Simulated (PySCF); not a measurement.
# Chromium: highly charged ions in a basis for the neutral atom

Cr¹¹⁺ [Ne] 3s2 3p1, Cr¹²⁺ [Ne] 3s2. Computed with PySCF 2.14 in pcseg-2 (6s4p3d2f1g, 56 functions), with no relativity, point nucleus. No spin-orbit coupling, so a gap to NIST mixes the basis error with missing relativistic terms.

Changed run: basis of the neutral atom used for a highly charged ion. This setting is unsound on purpose.

```csv
species,method,sound run (hartree),changed run (hartree),converged
Cr¹¹⁺,UHF,not run,-994.78545,yes
Cr¹¹⁺,MN15,not run,-995.28606,yes
Cr¹¹⁺,M06-2X,not run,-995.37263,yes
Cr¹²⁺,UHF,not run,-984.01814,yes
Cr¹²⁺,MN15,not run,-984.42835,yes
Cr¹²⁺,M06-2X,not run,-984.57046,yes
```

Ionisation energy of Cr¹¹⁺:

```json
{"method": "UHF", "changed run (eV)": "292.99", "NIST (eV)": "296.7 ± 0.6"}
{"method": "MN15", "changed run (eV)": "295.45", "NIST (eV)": "296.7 ± 0.6"}
{"method": "M06-2X", "changed run (eV)": "293.94", "NIST (eV)": "296.7 ± 0.6"}
```

The contracted functions were made for the neutral atom and can be too rigid for a highly charged ion.
